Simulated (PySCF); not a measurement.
**H-ended aluminium nitride flakes: computed trends**

3 gas-phase species were relaxed and their properties computed with B3LYP-D3(BJ)/def2-SVP (PySCF). The same level gave the geometry. B3LYP has the VWN-RPA correlation part, as in Gaussian. Delta-SCF ions had no search for a lower state. 

Orbital energies are measured against the vacuum level. The ionisation energy is E(N − 1) − E(N) at the parent's geometry.

A: aluminium nitride flake of 1 rings (benzene shape) `[NH]1[AlH][NH][AlH][NH][AlH]1` (12 atoms, charge 0, multiplicity 1)
B: aluminium nitride flake of 2 rings (naphthalene shape) `[NH]1[AlH][NH][Al]2[NH][AlH][NH][AlH][N]2[AlH]1` (18 atoms, charge 0, multiplicity 1)
C: aluminium nitride flake of 4 rings (pyrene shape) `[NH]1[AlH][N]2[AlH][NH][Al]3[NH][AlH][NH][Al]4[NH][AlH][N]([AlH]1)[Al]2[N]34` (26 atoms, charge 0, multiplicity 1)

```
species  HOMO (eV)  LUMO (eV)  HOMO–LUMO gap (eV)  vertical ionisation energy (Delta-SCF) (eV)  dipole moment (D)
-------  ---------  ---------  ------------------  -------------------------------------------  -----------------
A            -6.88      -0.14                6.74                                         8.90               0.00
B            -6.64      -0.56                6.08                                         8.29               1.41
C            -6.55      -0.89                5.66                                         8.00               1.62
```

The HOMO runs from -6.88 eV (A) to -6.55 eV (C), a spread of 0.33 eV. The LUMO runs from -0.89 eV (C) to -0.14 eV (A), a spread of 0.75 eV. The HOMO–LUMO gap runs from 5.66 eV (C) to 6.74 eV (A), a spread of 1.08 eV. The vertical ionisation energy (Delta-SCF) runs from 8.00 eV (C) to 8.90 eV (A), a spread of 0.90 eV. The dipole moment runs from 0.00 D (A) to 1.62 D (C), a spread of 1.62 D. The vertical ionisation energy (Delta-SCF) plus ε(HOMO) averages 1.70 eV, a measure of how far orbital energies of this functional are from removal energies.

PBE-D3(BJ)/def2-SVP // B3LYP-D3(BJ)/def2-SVP (PySCF) minus the first level at the same geometries, species by species (eV):

```csv
species,HOMO–LUMO gap
A,-1.59
B,-1.56
C,-1.56
```

The mean shift of the HOMO–LUMO gap is -1.57 eV.

Limits: lone species in the gas phase, one start for each with no search for lower structures at the DFT level, no frequency check at the DFT level, no zero-point, thermal or spin–orbit terms unless named.

Codes: PySCF.
